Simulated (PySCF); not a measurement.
Diatomics of C with group 11

PBE0 with double-zeta basis sets in PySCF, for the lowest determinant that a PBE0 search found; no spin–orbit coupling. De refers to high-spin ground-configuration atoms. A positive dipole means M(−)C(+).

```
 M               basis  state (unpaired electrons)  Re (Å)  ωe (cm⁻¹)  De (eV)  μ (D)
Cu  cc-pVDZ-PP/cc-pVDZ         quartet (σ ↑, π ↑↑)   1.783        633     2.46  -3.51
Ag  cc-pVDZ-PP/cc-pVDZ         quartet (σ ↑, π ↑↑)   2.010        502     1.74  -3.76
Au  cc-pVDZ-PP/cc-pVDZ               doublet (π ↑)   1.869        692     2.80  -1.69
```

The shortest bond is that of CuC (1.783 Å), the longest that of AgC (2.010 Å). AuC is bound most strongly (2.80 eV) and AgC least (1.74 eV).

The state changes along the series, so neighbouring rows are not always alike in their bonding.

These are scalar-relativistic numbers at best; spin–orbit coupling would shift them, the dissociation energy most. The state is the lowest single determinant that the PBE0 search found; with open d or f shells the true ground state can be another one.
